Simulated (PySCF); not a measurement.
These are B3LYP-D3(BJ)/def2-TZVP // TPSS-D3(BJ)/def2-SVP in PySCF values and carry that method's errors. Gas-phase values, no solvent. One relaxed conformer stands for a flexible species; it need not be the lowest. B3LYP has the VWN-RPA correlation part, as in Gaussian. 

Reference species: [Y(OH)3] (neutral, multiplicity 1).

The coordination number comes out as 3. The HOMO is -7.59 eV and the LUMO is -1.69 eV.

Changed species: [Y(F)(OH)2] (2 of 3 F replaced by OH; the reference has 3 of 3 F replaced by OH).

Question: What does the change do to the coordination number, HOMO and LUMO?

Answer: the coordination number stays essentially unchanged; the HOMO decreases by 0.52 eV, to -8.11 eV; the LUMO falls by 0.35 eV, to -2.04 eV.
